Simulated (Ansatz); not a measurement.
C3H9FSi (`CC(F)C[SiH3]`), relaxed with RKS PBE-D4/def2-SVP in Ansatz from a rough embedded geometry. The force threshold is 0.03 eV/Å; the program also tests the step.

Total charge 0; spin multiplicity 1.

Start:

```xyz
14

C    -1.604   -0.047   -1.207
C    -0.772   -0.312   -0.026
F    -0.668   -1.643    0.063
C     0.647    0.259   -0.136
Si    1.724    0.168    1.309
H    -1.837    1.047   -1.338
H    -1.220   -0.448   -2.115
H    -2.634   -0.521   -1.042
H    -1.273    0.002    0.886
H     1.122   -0.230   -1.043
H     0.520    1.334   -0.472
H     1.067    0.796    2.469
H     1.948   -1.235    1.633
H     2.982    0.830    1.019
```

```
step  energy (eV)  largest force (eV/Å)  largest move (Å)
   1  -13833.7242                 2.912             0.000
   2  -13834.1147                 1.289             0.082
   3  -13834.1878                 0.222             0.080
   4  -13834.1953                 0.110             0.045
   5  -13834.2034                 0.162             0.095
   6  -13834.2092                 0.232             0.158
   7  -13834.2144                 0.157             0.049
   8  -13834.2177                 0.064             0.046
   9  -13834.2182                 0.044             0.027
  10  -13834.2185                 0.015             0.022
```

End:

```xyz
14

C    -1.661   -0.159   -1.260
C    -0.817   -0.136    0.004
F    -0.723   -1.453    0.495
C     0.595    0.411   -0.186
Si    1.748    0.032    1.284
H    -1.798    0.867   -1.656
H    -1.166   -0.772   -2.041
H    -2.660   -0.591   -1.055
H    -1.336    0.456    0.796
H     1.051   -0.015   -1.106
H     0.554    1.512   -0.333
H     1.049    0.352    2.579
H     2.187   -1.404    1.299
H     2.976    0.899    1.179
```

Run time 15 s (4 threads of an Intel Xeon on a shared host); peak host memory 0.17 GiB.
